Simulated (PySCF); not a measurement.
C3H10OSi, SMILES CC(C)[SiH2]O.

Coordinates come from a B3LYP-D3(BJ)/def2-SVP optimisation. One conformer was computed; it need not be the lowest.

Computed with PBE/def2-TZVP in PySCF.

The molecule is in vacuum.

Q: Estimate the frontier levels, gap, dipole moment and polarisability. (The exact figures need the calculation; the answer reports its results.)

A: 
```yaml
highest_occupied_level: -6.46 eV
lowest_empty_level: -0.52 eV
orbital_gap: 5.95 eV
dipole_moment: 1.72 D
quadrupole, principal values (traceless, Buckingham form, about the centre of nuclear charge): -5.27, -1.85, 7.12 D·Å
mean_static_polarisability: 69.2 bohr³ (10.26 Å³)
polarisability_principal_values: 62.1, 70.2, 75.4 bohr³
```
